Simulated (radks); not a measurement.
The numbers below are computed, except where a source is named.
Problem. The mean radii <r> (bohr) of the occupied orbitals of an atom or ion are listed with their occupations. Code: a radial shooting solver on a logarithmic mesh with Libxc functionals. Model: Dirac Kohn-Sham, LDA (Slater exchange, Perdew-Wang correlation), spin-unpolarised, spherical densities, finite nucleus; Fermi nuclear charge, rms radius of each element as measured or else 0.836 A^(1/3) + 0.57 fm.

orbital  occ.     <r>
1s1/2       2  0.2694
6d3/2     0.4   12.61
6d5/2     0.6   12.61

Name the element and its charge. Open shells, if any, are shared by 2j + 1.

Solution. Z = 6, carbon, charge +3: C3+ in [He] 6d1. The 1s radius gives Z: for a bare nucleus <r> = (2 gamma + 1)/(2Z) with gamma = sqrt(1 - (Z/c)^2), 0.2498 bohr for Z = 6, and screening makes it slightly larger (0.2694 here). The occupations add up to 3, and the charge is Z minus that.
